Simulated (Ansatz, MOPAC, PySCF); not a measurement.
Complex: AsH3 (SMILES [AsH3]) (first 4 atoms) with HBr (SMILES Br); geometry from B3LYP-D3(BJ)/def2-TZVP, rigid monomers moved along the line of their centres of mass till As1···H6 is 3.63 Å.
(charge 0, multiplicity 1):
```xyz
6

As    -0.246    -0.200     0.144
H     -0.931     0.733    -0.842
H     -0.416    -1.419    -0.748
H      1.145     0.109    -0.387
Br    -1.342    -0.251     5.092
H     -1.031    -0.236     3.687
```

Counterpoise-corrected where a basis set is named; no monomer relaxation. Rows marked so take none.

Frozen-core correlation. Filled d and f shells under p-block atoms count as core. CBS: X⁻³ extrapolation of the correlation energy, Hartree–Fock from the larger set. Rows in 3-21G, 6-31G*, LANL2DZ carry no dispersion term and start afresh at each structure (6-31G* with six Cartesian d functions); the Pople sets are all-electron and without relativity. LANL2DZ brings its own core potentials from Na on. The state that PM3 reach isn't checked.

Programs: Ansatz (Gaussian basis) for Hartree–Fock, density functionals and correlated methods; MOPAC for PM3 (differences of heats of formation); PySCF for 3-21G rows, 6-31G* rows, LANL2DZ rows, the dispersion terms. Each number belongs to the level named beside it.

```csv
level,interaction energy (kcal/mol)
PM3,-0.14
B3LYP/3-21G (no counterpoise),-1.37
B3LYP/6-31G* (no counterpoise),-1.07
B3LYP/LANL2DZ (no counterpoise),-1.36
B3LYP/def2-TZVPPD,-0.77
PBE0-D3(BJ)/def2-TZVPPD,___
MP2/aug-cc-pVDZ,-1.31
SCS-MP2/aug-cc-pVDZ,___
"CCSD(T)/CBS(aug-cc-pVDZ, aug-cc-pVTZ)",-1.28
```

What belongs in the gaps?


- PBE0-D3(BJ)/def2-TZVPPD, interaction energy (kcal/mol): -1.49
- SCS-MP2/aug-cc-pVDZ, interaction energy (kcal/mol): -1.14

Ansatz is a first-principles code.
